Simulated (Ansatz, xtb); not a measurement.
**AlF2OSi+: which of two structures lies lower**

Structure I is a singlet given by its coordinates and structure II is a singlet given by its coordinates. Both are isolated ions in the gas phase, relaxed with PBE0-D3(BJ)/def2-SVP.

I (Å):

```xyz
5

Al   -1.9925    0.1805   -0.5618
F    -1.3069   -0.7777    0.5427
F    -4.8360    0.7177   -2.7832
O    -2.6393    1.1895   -1.6760
Si   -3.7193    1.8845   -2.8569
```

Close contacts (Å): Al1–F2 1.62, Al1–O4 1.64, F3–Si5 1.62, O4–Si5 1.74.

II (Å):

```xyz
5

Al   -1.6916    2.8141   -0.4523
F    -2.6862    2.0030    0.5489
F    -1.9124    3.6502   -1.8313
O     0.0071    2.7793    0.0758
Si    1.5049    2.7495    0.5411
```

Close contacts (Å): Al1–F2 1.63, Al1–F3 1.63, Al1–O4 1.78, O4–Si5 1.57.

Quicker runs give these differences E(II) − E(I): GFN2-xTB −2.030 eV; HF/STO-3G −2.284 eV (at GFN2-xTB geometries); r2SCAN-D4/def2-SVP −1.637 eV (at GFN2-xTB geometries).

**Question.** Estimate E(II) − E(I) at the level CCSD(T)/def2-SVP + ΔMP2/def2-TZVPP.

**Answer.** Calculated at CCSD(T)/def2-SVP + ΔMP2/def2-TZVPP: E(II) − E(I) = −1.661 eV, so structure II lies lower.

How the difference moves with the method:

```tsv
level	geometry	E(II) − E(I) (eV)	departure from the last row (eV)	job, with rough time for the two
GFN2-xTB	GFN2-xTB	−2.030	−0.369	optimisation, 0.71 s
HF/STO-3G	GFN2-xTB	−2.284	−0.623	single point, 1.5 s
r2SCAN-D4/def2-SVP	GFN2-xTB	−1.637	+0.024	single point, 9.9 s
PBE0-D3(BJ)/def2-SVP	PBE0-D3(BJ)/def2-SVP	−1.536	+0.125	optimisation, 87 s
HF/def2-SVP	PBE0-D3(BJ)/def2-SVP	−1.927	−0.266	part of the CCSD(T) run
MP2/def2-SVP	PBE0-D3(BJ)/def2-SVP	−1.797	−0.136	part of the CCSD(T) run
CCSD(T)/def2-SVP	PBE0-D3(BJ)/def2-SVP	−1.836	−0.175	single point
CCSD(T)/def2-SVP + ΔMP2/def2-TZVPP	PBE0-D3(BJ)/def2-SVP	−1.661		single point, 42 s
```

None of the levels shown reverses the order. The largest departure from CCSD(T)/def2-SVP + ΔMP2/def2-TZVPP is that of HF/STO-3G, 0.623 eV. The last row adds to CCSD(T) the change of the MP2 difference between the two basis sets, here +0.175 eV, a large step that makes the value less sure.

With harmonic frequencies from PBE0-D3(BJ)/def2-SVP (ideal gas, rigid rotor, one conformer each, 298.15 K, 1 atm): on the last row, ΔE + ΔZPE = −1.646 eV. A mode under 50 cm⁻¹ makes harmonic enthalpies and free energies unreliable, so none is given.

The correlated steps freeze 13 core orbitals. Run with Ansatz 0.2.0, xtb 6.7.1; the last row on 1 thread of AMD EPYC (Zen 3) on a shared host.
